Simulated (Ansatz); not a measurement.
```yaml
crystal:
  periodic: [false, false, false]
  atoms:
    - {symbol: N, position_ang: [-1.146043, -0.063892, 2.443040]}
    - {symbol: Si, position_ang: [-0.247810, 0.919951, 1.363276]}
    - {symbol: N, position_ang: [-0.420002, 0.328369, -0.243046]}
    - {symbol: Si, position_ang: [0.751440, 0.079508, -1.478222]}
    - {symbol: N, position_ang: [0.494461, -1.443756, -2.222746]}
    - {symbol: H, position_ang: [-0.917674, -1.033125, 2.591464]}
    - {symbol: H, position_ang: [-1.574097, 0.345788, 3.256530]}
    - {symbol: H, position_ang: [-0.513195, 2.281607, 1.873882]}
    - {symbol: H, position_ang: [-0.813195, 2.281607, 1.573882]}
    - {symbol: H, position_ang: [-1.375491, 0.146950, -0.525392]}
    - {symbol: H, position_ang: [2.062372, 0.263810, -0.797505]}
    - {symbol: H, position_ang: [0.658178, 1.044761, -2.608588]}
    - {symbol: H, position_ang: [0.596041, -2.306354, -1.713627]}
    - {symbol: H, position_ang: [0.696361, -1.563874, -3.201338]}
basis:
  gaussian: {orbitals: def2-mTZVPP}
hamiltonian: {xc: {name: PBE}}
correlation: {method: rpa}
accuracy: high
```

```sh
$ ansatz run in.yaml --threads 4 --pin off --events-out ev --progress --plain --max-ram 10444MiB
```

Shortened log:

```
Functional definition: PBE
3516 factors; integrals over basis functions are off by at most 1.3e-8 eV
mean field evaluation 1: about -20327.6588 eV, gradient 1.2e2 eV
mean field evaluation 2: about -20327.6616 eV, gradient 1.2e2 eV
mean field evaluation 4: about -20349.6517 eV, gradient 3.1e1 eV
mean field evaluation 8: about -20353.0950 eV, gradient 6.9e-1 eV
mean field evaluation 16: about -20353.0948 eV, gradient 1.1e-3 eV
mean field -20353.09475568 eV, -747.9624364482 hartree, gradient 4.1e-8 eV, S^2 0.000000; 1 other end points of the search recorded, 0 dependent functions left out
13 core orbitals not correlated: weight in the atoms' cores, before any rotation towards them, 1.000 or more for the frozen orbitals, at most 0.000 for the correlated occupied ones
reference -20305.57890500 eV, -746.2162611430 hartree; 16, 16 occupied and 142, 142 virtual orbitals, 3516 factors
Total energy: -20341.32210083 eV, -747.5297993623 hartree
```

(1) Something in this input is off. What?

Results:

(1) One atom was put on top of another. Self-consistency was reached. The result belongs to that input, not to the molecule as meant.
